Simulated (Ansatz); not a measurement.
Gas-phase electronic energies from Ansatz, PBE0-D4/def2-TZVP geometries. CCSD(T)/CBS is the MP2 limit (def2-TZVPP, def2-QZVPP) plus CCSD(T) − MP2 in def2-TZVPP, frozen cores. Functionals use def2-TZVPP. For Zn outer-core shells are correlated without core-valence functions, which leaves a few kJ/mol of doubt a bond. Scalar relativity is left out up to krypton. One conformer a species, not always the lowest.

Consider the cleavage of the Si–B bond: `[F][Zn][BH][SiH3]` + `NC(O)O` → `NC(O)O[SiH3]` + `[BH2][Zn][F]`.

Task: Is it downhill or uphill in electronic energy at CCSD(T)/CBS, and by how much? (Best estimate.)

Result: Computed: Downhill: ΔE = -21.5 kcal/mol.

Task: What do these levels give: PBE-D4, ωB97M-V, PBE, r2SCAN, HF/def2-TZVPP, SCS-MP2/def2-TZVPP? (An estimate is asked.)

Result: The calculation gave: PBE-D4 -16.2, ωB97M-V -22.5, PBE -15.7, r2SCAN -20.0, HF/def2-TZVPP -26.9, SCS-MP2/def2-TZVPP -24.5 kcal/mol.

Largest T1 diagnostic among the species: 0.016.

The D4 term adds −0.7 kcal/mol with B3LYP and −0.4 kcal/mol with PBE0; it sums over pairs of atoms, weighted by their polarisabilities, and B3LYP, whose exchange is more repulsive, gets the larger term. In def2-TZVPP, CCSD(T) changes the Hartree–Fock value by +5.3 kcal/mol (the triples alone add +0.6 kcal/mol) and MP2 by +3.3 kcal/mol.

B3LYP here is the variant with VWN-RPA as its local correlation; programs differ in this.
